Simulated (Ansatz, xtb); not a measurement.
## Two isomers of H5OPSi2

Structure a is `[H]/P=[SiH]\O[SiH3]`, a singlet and structure b is `O1[SiH2][SiH2]P1`, a singlet. Both are isolated molecules in the gas phase, relaxed with B3LYP-D3(BJ)/def2-SVP; the shapes shown needn't be the lowest conformers.

a (Å):

```xyz
9

O     0.1351    0.9482   -0.5624
P     1.9411    2.5936   -2.8648
Si   -0.4038    1.9368    0.6815
Si    1.0148    0.9752   -1.9562
H     0.7570    2.3811    1.5012
H    -1.1020    3.1232    0.1135
H    -1.3416    1.1370    1.5099
H     1.0383   -0.4093   -2.4848
H     1.4723    3.4477   -1.8098
```

b (Å):

```xyz
9

O     1.7885   -0.0265   -0.6978
P     1.3656    1.1477   -1.8660
Si    0.6413   -1.2780   -0.6504
Si   -0.2657   -0.3498   -2.6157
H     1.3023   -2.6131   -0.6610
H    -0.2355   -1.1865    0.5545
H    -1.6827    0.1153   -2.6652
H     0.0843   -1.0072   -3.9078
H     0.3803    1.8921   -1.1200
```

Quicker runs give these differences E(b) − E(a): GFN2-xTB +22.1 kcal/mol; HF/STO-3G −31.0 kcal/mol (at GFN2-xTB geometries); r2SCAN-D4/def2-SVP +15.2 kcal/mol (at GFN2-xTB geometries).

Question: Estimate E(b) − E(a) at the level CCSD(T)/def2-SVP + ΔMP2/def2-TZVPP.

Answer: Calculated at CCSD(T)/def2-SVP + ΔMP2/def2-TZVPP: E(b) − E(a) = +17.5 kcal/mol, so structure a lies lower.

How the difference moves with the method:

| level | geometry | E(b) − E(a) (kcal/mol) | departure from the last row (kcal/mol) | job, with rough time for the two |
| --- | --- | --- | --- | --- |
| GFN2-xTB | GFN2-xTB | +22.1 | +4.5 | optimisation, 0.66 s |
| HF/STO-3G | GFN2-xTB | −31.0 | −48.5 | single point, 0.86 s |
| r2SCAN-D4/def2-SVP | GFN2-xTB | +15.2 | −2.4 | single point, 4.5 s |
| B3LYP-D3(BJ)/def2-SVP | B3LYP-D3(BJ)/def2-SVP | +17.0 | −0.6 | optimisation, 1.9 min |
| HF/def2-SVP | B3LYP-D3(BJ)/def2-SVP | +20.0 | +2.4 | part of the CCSD(T) run |
| MP2/def2-SVP | B3LYP-D3(BJ)/def2-SVP | +20.6 | +3.1 | part of the CCSD(T) run |
| CCSD(T)/def2-SVP | B3LYP-D3(BJ)/def2-SVP | +19.4 | +1.9 | single point |
| CCSD(T)/def2-SVP + ΔMP2/def2-TZVPP | B3LYP-D3(BJ)/def2-SVP | +17.5 |  | single point, 34 s |

As drawn, b has 1 Si–Si, 1 P–Si, 1 O–P in place of 1 P=Si, 1 O–Si. Structure a has no ring, b a 4-membered ring.

HF/STO-3G puts the two in the other order. The largest departure from CCSD(T)/def2-SVP + ΔMP2/def2-TZVPP is that of HF/STO-3G, 48.5 kcal/mol. The last row adds to CCSD(T) the change of the MP2 difference between the two basis sets, here −1.9 kcal/mol.

With harmonic frequencies from B3LYP-D3(BJ)/def2-SVP (ideal gas, rigid rotor, one conformer each, 298.15 K, 1 atm): on the last row, ΔE + ΔZPE = +17.8 kcal/mol. A mode under 50 cm⁻¹ makes harmonic enthalpies and free energies unreliable, so none is given.

The correlated steps freeze 16 core orbitals. Programs: Ansatz 0.2.0, xtb 6.7.1; the last row on 2 threads of AMD EPYC (Zen 3) on a shared host.
